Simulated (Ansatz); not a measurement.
Input (CCSDT(Q)/aug-cc-pV(D+d)Z; Ansatz, a program for electronic structure): A basis named .json is the Basis Set Exchange file of that set.

Ansatz 0.2 input:
```yaml
crystal:
  periodic: [false, false, false]
  atoms:
    - {symbol: N, position_ang: [1.07238702, -0.44618538, -0.28071827]}
    - {symbol: Si, position_ang: [-0.43296683, 0.14426791, 0.08398509]}
    - {symbol: H, position_ang: [1.84356810, 0.03667354, 0.17499523]}
    - {symbol: H, position_ang: [-0.96645901, 0.12121007, 1.52536090]}
    - {symbol: H, position_ang: [-1.49683899, -0.64256067, -0.64344776]}
    - {symbol: H, position_ang: [-0.82544356, 1.58822401, -0.26767180]}
basis:
  gaussian:
    orbitals: aug-cc-pV_D+d_Z.json
total_charge: -1
magnetization: {spin_polarized: false}
correlation: {method: ccsdt_q, electrons: outside_noble_gas}
```

Output:

```
Functional definition: HF
integrals: 0.15 GiB planned
1577 factors; integrals over basis functions are off by at most 1.6e-7 eV
mean field: 0.29 GiB planned
mean field evaluation 1: about -9405.5316 eV, gradient 2.1e1 eV
mean field evaluation 2: about -9405.5325 eV, gradient 2.1e1 eV
mean field evaluation 4: about -9406.9043 eV, gradient 3.3e0 eV
mean field evaluation 8: about -9406.9450 eV, gradient 1.0e-3 eV
mean field evaluation 16: about -9406.9435 eV, gradient 1.8e-1 eV
mean field -9406.94502782 eV, -345.6988535160 hartree, gradient 2.5e-6 eV, S^2 0.000000; 0 other end points of the search recorded, 0 dependent functions left out
6 core orbitals not correlated
reference -9406.94502782 eV, -345.6988535160 hartree; 7, 7 occupied and 78, 78 virtual orbitals, 1577 factors
second order -8.65177916 eV of doubles, -0.00000000 eV of singles
coupled cluster: 1.81 GiB planned
cycle   1  -9.03083676 eV  change   -3.8e-1 eV  update   1.1e-1
cycle   2  -9.47113134 eV  change   -4.4e-1 eV  update   5.6e-2
cycle   3  -9.77604335 eV  change   -3.0e-1 eV  update   2.6e-2
cycle   4  -9.77137404 eV  change    4.7e-3 eV  update   9.4e-3
cycle   5  -9.75832988 eV  change    1.3e-2 eV  update   5.6e-3
cycle   6  -9.75989408 eV  change   -1.6e-3 eV  update   2.7e-3
cycle   7  -9.76173784 eV  change   -1.8e-3 eV  update   1.2e-3
cycle   8  -9.76202265 eV  change   -2.8e-4 eV  update   6.7e-4
cycle   9  -9.76178075 eV  change    2.4e-4 eV  update   2.9e-4
cycle  10  -9.76185510 eV  change   -7.4e-5 eV  update   1.4e-4
cycle  11  -9.76189126 eV  change   -3.6e-5 eV  update   6.7e-5
cycle  12  -9.76182657 eV  change    6.5e-5 eV  update   3.8e-5
cycle  13  -9.76180957 eV  change    1.7e-5 eV  update   1.5e-5
cycle  14  -9.76178730 eV  change    2.2e-5 eV  update   9.1e-6
cycle  15  -9.76177947 eV  change    7.8e-6 eV  update   4.4e-6
cycle  16  -9.76177954 eV  change   -7.1e-8 eV  update   2.2e-6
cycle  17  -9.76178062 eV  change   -1.1e-6 eV  update   1.1e-6
cycle  18  -9.76178126 eV  change   -6.4e-7 eV  update   7.0e-7
perturbative correction -0.02590012 eV, -0.0009518120 hartree
Total energy: -9416.73270921 eV, -346.0585441727 hartree
```
